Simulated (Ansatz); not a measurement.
Gas-phase electronic energies from Ansatz, PBE0-D4/def2-TZVP geometries. CCSD(T)/CBS adds triple-zeta CCSD(T) − MP2 to the extrapolated MP2 energy (def2 sets, frozen cores). DFT in def2-TZVPP. B3LYP here is the variant with VWN-RPA as its local correlation; programs differ in this. HSE06 is defined as in plane-wave codes. For Br outer-core shells are correlated without core-valence functions, which leaves a few kJ/mol of doubt a bond. Scalar relativity is left out up to krypton.

2 `[AlH2][Br]` → `[AlH2-]1[Br+][AlH2-][Br+]1`  (dimerisation)

| level | ΔE (kJ/mol) | difference from CCSD(T)/CBS |
| --- | --- | --- |
| LDA (SPW92) | -153.6 | -25.1 |
| PBE-D4 | -130.4 | -1.9 |
| revPBE-D4 | -125.5 | 3.0 |
| BLYP-D4 | -110.1 | 18.4 |
| r2SCAN-D4 | -130.1 | -1.6 |
| B97M-V | -114.7 | 13.8 |
| B3LYP-D4 | -115.8 | 12.7 |
| r2SCANh-D4 | -130.9 | -2.4 |
| r2SCAN0-D4 | -132.1 | -3.6 |
| HSE06-D4 | -133.2 | -4.7 |
| CAM-B3LYP-D4 | -116.0 | 12.5 |
| ωB97X-V | -125.9 | 2.6 |
| ωB97M-V | -126.8 | 1.7 |
| B2PLYP | -106.5 | 22.0 |
| PBE-QIDH | -129.9 | -1.4 |
| PBE | -116.9 | 11.6 |
| revPBE | -98.1 | 30.4 |
| BLYP | -82.5 | 46.0 |
| r2SCAN | -127.0 | 1.5 |
| PBE0 | -121.6 | 6.9 |
| B3LYP | -93.4 | 35.1 |
| r2SCANh | -127.5 | 1.0 |
| HSE06 | -121.7 | 6.8 |
| BHLYP | -100.0 | 28.5 |
| CAM-B3LYP | -103.3 | 25.2 |
| HF/def2-SVP | -80.4 | 48.1 |
| MP2/def2-SVP | -118.8 | 9.7 |
| CCSD/def2-SVP | -111.4 | 17.1 |
| CCSD(T)/def2-SVP | -115.1 | 13.4 |
| HF/def2-TZVPP | -79.1 | 49.4 |
| MP2/def2-TZVPP | -128.5 | 0.0 |
| SCS-MP2/def2-TZVPP | -118.3 | 10.2 |
| CCSD/def2-TZVPP | -117.1 | 11.4 |
| CCSD(T)/def2-TZVPP | -123.1 | 5.4 |
| HF/def2-QZVPP | -78.7 | 49.8 |
| MP2/def2-QZVPP | -131.5 | -3.0 |
| SCS-MP2/def2-QZVPP | -120.7 | 7.8 |
| HF/CBS(def2) | -78.7 | 49.8 |
| MP2/CBS(def2) | -133.9 | -5.4 |
| CCSD/CBS(def2) | -122.4 | 6.1 |
| CCSD(T)/CBS | -128.5 | 0 |

Largest T1 diagnostic among the species: 0.007.

The D4 term adds −22.4 kJ/mol with B3LYP and −11.8 kJ/mol with PBE0; it sums over pairs of atoms, weighted by their polarisabilities, and B3LYP, whose exchange is more repulsive, gets the larger term. From BLYP to BHLYP (50 % exact exchange), in def2-TZVPP and without D4, ΔE moves by −17.5 kJ/mol. In def2-TZVPP, CCSD(T) changes the Hartree–Fock value by −44.0 kJ/mol (the triples alone add −6.0 kJ/mol) and MP2 by −49.4 kJ/mol.
